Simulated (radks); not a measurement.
Q: Neutral chlorine, 17 electrons, occupied as [Ne] 3s2 3p5. Calculated with a radial shooting solver on a logarithmic mesh with Libxc functionals: scalar-relativistic Kohn-Sham, LDA (Slater exchange, VWN5 correlation), spin-polarised, spherical densities, point nucleus; open shells are filled with parallel spins first. Some entries of the table are withheld. Estimate them.

| orbital | occ. | eigenvalue (hartree) | <1/r> (bohr^-1) | <r> (bohr) |
|---|---|---|---|---|
| 1s up | 1 | -100.7658 | 16.63 | 0.09121 |
| 1s down | 1 | -100.7592 | 16.63 | 0.09121 |
| 2s up | 1 | -9.25298 | 3.296 | 0.4461 |
| 2s down | 1 | -9.24583 | 3.297 | 0.4459 |
| 2p up | 3 | -7.04530 | 3.202 | 0.4078 |
| 2p down | 3 | -7.03644 | 3.203 | 0.4077 |
| 3s up | 1 | -0.77557 | 0.9072 | (1) |
| 3s down | 1 | -0.74278 | 0.9038 | (2) |
| 3p up | 3 | -0.33328 | 0.7522 | 1.832 |
| 3p down | 2 | -0.30410 | 0.7430 | 1.861 |
| 4s up | 0 | -0.01227 | 0.1878 | 7.192 |
| 4s down | 0 | -0.01025 | 0.1787 | 7.591 |

A: 
(1) 3s up <r> (bohr): 1.533
(2) 3s down <r> (bohr): 1.540
